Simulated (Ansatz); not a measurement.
C₃H₅OSi (`C#C[SiH]OC`) radical. The species carries charge 0 and has multiplicity 2.

| atom | x (Å) | y (Å) | z (Å) |
| --- | --- | --- | --- |
| C1 | 0.718 | -0.386 | 2.450 |
| C2 | 0.499 | -0.780 | 1.328 |
| Si3 | -0.026 | -1.415 | -0.293 |
| O4 | -0.086 | -0.224 | -1.416 |
| C5 | -0.633 | 1.060 | -1.208 |
| H6 | 0.927 | -0.040 | 3.437 |
| H7 | 0.926 | -2.432 | -0.804 |
| H8 | -0.253 | 1.511 | -0.285 |
| H9 | -1.725 | 1.018 | -1.156 |
| H10 | -0.346 | 1.688 | -2.053 |

Q: What are the harmonic wavenumbers in cm⁻¹ at PBE0-D4/def2-TZVP (Ansatz, finite differences of forces, unscaled)? (Estimate.)

A: Computed: 75, 86, 138, 224, 247, 388, 615, 666, 684, 742, 744, 816, 1153, 1182, 1211, 1479, 1495, 1496, 2117, 2222, 3028, 3095, 3130, 3462.

Q: Is this a minimum?

A: Yes, all 24 modes are real.

Q: Give the ideal-gas thermochemistry at 298.15 K and 1 bar (rigid rotor, harmonic oscillator; point group C1, symmetry number 1).

A: Zero-point energy 182.4 kJ/mol; H(298) − E = 203.6 kJ/mol; entropy 353.1 J/(mol·K), of which translation 164.3, rotation 110.8, vibration 72.3, electronic 5.8; G(298) − E = 98.3 kJ/mol. Modes under 100 cm⁻¹ are hindered rotations or soft bends, so the harmonic entropy is rough.

Q: And at 400, 500, 600, 800 and 1000 K?

A: 
| T (K) | H − E (kJ/mol) | S (J/mol/K) | G − E (kJ/mol) |
| --- | --- | --- | --- |
| 400 | 215.0 | 385.9 | 60.6 |
| 500 | 227.8 | 414.5 | 20.6 |
| 600 | 242.0 | 440.3 | -22.2 |
| 800 | 273.5 | 485.5 | -114.9 |
| 1000 | 308.3 | 524.3 | -216.0 |
